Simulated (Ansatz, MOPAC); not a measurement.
System: P$_{2}$H$_{5}$, net charge 1, singlet state. SMILES: P[PH3+]

Atoms: P1, P2, H3, H4, H5, H6, H7. Bonds: P1-P2, P1-H3, P1-H4, P2-H5, P2-H6, P2-H7.

Bond lengths (Å) and angles (degrees) optimised at AM1 with MOPAC; PM6 with MOPAC; B3LYP/6-31G* with Ansatz (a quantum-chemistry and plane-wave program), each started from the B3LYP-D3(BJ)/def2-TZVP structure (Ansatz) of the last column. A row stands for all coordinates that are equal there; 7 of 10 kinds are shown. 6-31G* holds six Cartesian d functions.

```
coordinate             AM1    PM6  B3LYP/6-31G*  B3LYP-D3(BJ)/def2-TZVP
----------  --------------  -----  ------------  ----------------------
P1-P2                1.761  2.224         2.231                   2.207
P1-H3                1.421  1.459         1.422                   1.419
P2-H5                1.224  1.457         1.403                   1.400
P2-H7                1.223  1.456         1.406                   1.402
P2-P1-H3    128.8 to 129.6   99.7          91.9                    90.5
P1-P2-H5    107.9 to 109.7  108.7         110.1                   110.3
P1-P2-H7             110.2  114.9         118.9                   117.8
```

A range marks coordinates that this level makes unequal.

Mean signed difference of all 6 bond lengths from B3LYP-D3(BJ)/def2-TZVP: AM1 -0.162 Å, PM6 0.044 Å, B3LYP/6-31G* 0.006 Å.
